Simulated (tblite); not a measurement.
C5H6F3N.
Numbering: `[H]/[N:4]=[C:3](\[CH:2]=[CH2:1])[CH2:5][C:6]([F:7])([F:8])[F:9]` (hydrogens: H10, H11 on C1; H12 on C2; H13 on N4; H14, H15 on C5)

Computed with GFN2-xTB (tblite), gas phase: nudged elastic band of 9 images (0 to 8), spring 0.2 eV/Å², climbing image at the end, force threshold 0.05 eV/Å. The top image wasn't refined or checked by frequencies; at this threshold it can lie a kcal/mol or more above the true saddle point of the method.

The band describes a rotation about C5–C6 (chain CH2 carbon, CF3 carbon), followed by the dihedral C3–C5–C6–F8, from the optimised start (-172°) to a second optimised geometry at -52°.

Problem. How does the energy change from image to image?

Solution. 
| image | dihedral (°) | E (kcal/mol) | C5–C6 (Å) | C3···F8 (Å) | largest true force (eV/Å) |
| --- | --- | --- | --- | --- | --- |
| 0 | -172 | 0.00 | 1.517 | 3.69 | 0.01 |
| 1 | -158 | 0.24 | 1.519 | 3.66 | 0.05 |
| 2 | -143 | 0.88 | 1.522 | 3.61 | 0.06 |
| 3 | -128 | 1.52 | 1.525 | 3.52 | 0.04 |
| 4 | -113 | 1.80 | 1.526 | 3.41 | 0.04 |
| 5 | -97 | 1.55 | 1.524 | 3.27 | 0.05 |
| 6 | -82 | 0.93 | 1.520 | 3.13 | 0.05 |
| 7 | -67 | 0.30 | 1.517 | 2.98 | 0.04 |
| 8 | -52 | 0.00 | 1.516 | 2.84 | 0.01 |

Barriers of this band. The top is image 4 at -113°: 1.8 kcal/mol in either direction, as the ends lie within 0.002 eV of each other. The central bond is 0.009 Å longer at the top than at the start.

Problem. What rate follows at 200 K for crossing this barrier forward?

Solution. Taking the electronic barrier for the free energy of activation (no zero-point or entropy terms, transmission 1), rate = (kT/h)·exp(−ΔE/kT) ≈ 5 × 10^10 s⁻¹, whose inverse is 2 × 10^-11 s. An error of 1 kcal/mol in the barrier changes this by a factor of 12, and the method and the loose band can each miss by that much or more.

Problem. How long is the path, and how are the images spaced?

Solution. Cartesian distances between aligned neighbours (all atoms, Å): 0.54, 0.54, 0.54, 0.54, 0.54, 0.54, 0.54, 0.52; the sum is 4.29 Å, and the top lies 50 % of the way along.

What follows is the cost of the whole band run. Time: 2.4 s; peak memory 0.18 GiB. Hardware: Arm Neoverse V1, one thread, shared host with 32 logical CPUs at a one-minute load of 22.
